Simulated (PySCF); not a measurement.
**Stretching SnO**

Set-up: PySCF, scalar-relativistic core potentials, basis sets Sn def2-TZVPP with ECP28, O def2-TZVPP. Energies in eV from Sn + O in their ground configurations at the same level. State: ¹Σ⁺ (singlet), closed shell.

All columns are PBEsol. A positive dipole means Sn(−)O(+).

```csv
R (Å),E (eV),μ (D),Mulliken charge on Sn (basis-dependent),HOMO (eV),LUMO (eV),Mayer bond order,⟨S²⟩
1.568,-4.421,-2.58,0.51,-6.11,-2.38,2.21,0.00
1.641,-5.548,-2.96,0.51,-6.26,-2.55,2.19,0.00
1.714,-6.179,-3.32,0.52,-6.35,-2.71,2.18,0.00
1.768,-6.417,-3.57,0.53,-6.40,-2.84,2.17,0.00
1.823,-6.506,-3.81,0.54,-6.44,-2.96,2.16,0.00
1.878,-6.480,-4.03,0.55,-6.45,-3.08,2.15,0.00
1.951,-6.318,-4.31,0.56,-6.33,-3.23,2.15,0.00
2.042,-5.977,-4.64,0.56,-6.12,-3.40,2.16,0.00
2.151,-5.452,-5.00,0.55,-5.90,-3.60,2.17,0.00
2.297,-4.674,-5.41,0.54,-5.68,-3.84,2.19,0.00
```

A fit through these points gives, at Re = 1.836 Å, μ = -3.86 D and dμ/dR = -4.18 D/Å; the reduced mass is 14.11 u.

Question: How strong is the fundamental in the double-harmonic approximation, I = 42.26·(dμ/dR)²/μred km/mol?

Answer: I = 42.26·(-4.18)²/14.11 = 52.3 km/mol at PBEsol.

Spin–orbit coupling is left out, which matters for elements this heavy, above all for dissociation energies.
